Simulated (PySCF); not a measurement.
# Reading the logs of faulty runs: AlBClGeH4

These are calculations, not measurements. The program is PySCF 2.14.0, an open-source quantum chemistry code, run on an isolated molecule that a program drew, which may never have been made. The molecule is AlBClGeH4 (charge 0, doublet), drawn as the SMILES string `[Cl][AlH][B][GeH3]`.

Each row is a Hartree-Fock (HF) and frozen-core CCSD(T) single point in the cc-pV(D+d)Z basis, meant for a local HF minimum. Run 1 is clean. Each other run has one planted mistake out of seven kinds, and not every kind appears here: one electron removed, one electron added, multiplicity raised by two, geometry at a saddle point, minimal basis STO-3G, one bond length entered in bohr, all coordinates scaled. The reference is restricted for singlets and unrestricted otherwise, and also for a bond in bohr. Adding or removing an electron swaps singlet and doublet. Electrons count all cores. HOMO and LUMO are orbital energies over both spins, the gradient is its largest component, and the lowest frequency (negative if imaginary) is given only where the gradient is small. Bond lengths are over the 7 bonds as drawn. T1 is the CCSD diagnostic: over 0.02 (restricted) or 0.045 (unrestricted) a single reference is doubtful. Germanium has the cc-pVDZ-PP basis, with a core potential (ECP10MDF) in place of its 10 inner electrons, and its 3s, 3p and 3d shells are frozen in CCSD(T).

Geometry of the clean run:
```xyz
8
AlBClGeH4, angstrom
Cl    0.6841    0.5341   -2.5467
Al    0.8452   -0.3364   -0.6158
B     0.6133    0.9172    1.0106
Ge    0.3785    2.2144    2.6035
H     1.1298   -1.8772   -0.5214
H    -0.7983    1.8150    3.5013
H     1.6389    2.2970    3.4726
H     0.0978    3.6003    2.0087
```

```
run  electrons  basis functions  <S^2>  HOMO (eV)  LUMO (eV)  gradient (hartree/bohr)  lowest frequency (cm^-1)  mean bond (Å)  longest bond (Å)      T1  HF (hartree)  CCSD(T) (hartree)                 mistake
  1         71              103  0.760      -8.65       0.38                  2.9e-05                        31         1.7755             2.124  0.0141   -1021.80698        -1022.22706                no fault
  2         71              103  0.762      -8.64       0.33                  2.2e-02                         -         1.8501             2.213  0.0149   -1021.79612        -1022.21842  all coordinates scaled
  3         70              103  0.000     -16.21      -6.33                  5.8e-02                         -         1.7755             2.124  0.0189   -1021.53383        -1021.94585    one electron removed
  4         72              103  0.000      -1.17       5.90                  4.8e-02                         -         1.7755             2.124  0.0154   -1021.80729        -1022.26540      one electron added
  5         71              103  1.472      -8.82       0.18                  1.3e-02                         -         1.9704             2.897  0.0407   -1021.71396        -1022.12446                       ?
```

**Which mistake was planted in run 5, and what did it cost?**

The mean bond changes by a factor of 1.110 and the longest by 1.364, so the molecule wasn't scaled as a whole. A length L in bohr read as angstrom grows by (1/0.5292 - 1) L = 0.890 L. The 7 bonds together grew by 7 x 0.1949 = 1.364 Å, which gives L = 1.533 Å. That is the length of one of the Ge-H bonds, 1.533 Å in the clean geometry. So the mistake is: one bond length entered in bohr. Subtracting run 1 and multiplying by 627.51 kcal/mol a hartree, the energy moved by 58.4 kcal/mol in HF and 64.4 kcal/mol in CCSD(T).

